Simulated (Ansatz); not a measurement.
The inner images of a band of BCl2F + H2 (6 atoms, charge 0, multiplicity 1) are given out of order.

Method: RKS PBE/def2-SVP (Ansatz 0.2.0).

Initial state:

```xyz
6
Properties=species:S:1:pos:R:3
B -0.005 0.541 -0.108
F -0.004 0.755 1.199
Cl 1.525 0.443 -0.961
Cl -1.535 0.373 -0.948
H 0.069 -2.548 0.898
H 0.061 -2.091 1.515
```

Final state:

```xyz
6
Properties=species:S:1:pos:R:3
B 0.017 -0.469 -0.467
F 0.017 -0.043 2.054
Cl 1.523 0.289 -0.928
Cl -1.527 0.220 -0.915
H 0.044 -1.574 0.037
H 0.037 -0.950 1.814
```

Question: Put them in order from the first end to the last, with their energies above the first end.
A.
```xyz
6
Properties=species:S:1:pos:R:3
B 0.004 0.245 0.073
F 0.000 0.549 1.368
Cl 1.534 0.169 -0.790
Cl -1.526 0.103 -0.783
H 0.052 -1.950 0.511
H 0.048 -1.642 1.214
```
B.
```xyz
6
Properties=species:S:1:pos:R:3
B 0.014 -0.299 -0.027
F 0.018 0.069 1.577
Cl 1.543 0.196 -0.774
Cl -1.542 0.137 -0.753
H 0.041 -1.585 0.313
H 0.037 -1.044 1.259
```
C.
```xyz
6
Properties=species:S:1:pos:R:3
B 0.017 -0.430 -0.268
F 0.017 -0.017 1.771
Cl 1.539 0.259 -0.807
Cl -1.536 0.198 -0.794
H 0.041 -1.588 0.153
H 0.034 -0.947 1.540
```
D.
```xyz
6
Properties=species:S:1:pos:R:3
B -0.003 0.419 -0.020
F -0.004 0.729 1.267
Cl 1.528 0.259 -0.861
Cl -1.532 0.204 -0.853
H 0.073 -2.241 0.688
H 0.050 -1.896 1.373
```
E.
```xyz
6
Properties=species:S:1:pos:R:3
B 0.011 -0.035 0.122
F 0.011 0.329 1.455
Cl 1.536 0.137 -0.772
Cl -1.526 0.084 -0.758
H 0.042 -1.701 0.416
H 0.038 -1.340 1.131
```

Answer: D (+0.5 kcal/mol), A (+3.8 kcal/mol), E (+17.6 kcal/mol), B (+40.9 kcal/mol), C (+32.5 kcal/mol).

The run took 5.5 min on 1 thread of Arm Neoverse V1, with other jobs on the host, peak memory 0.12 GiB.
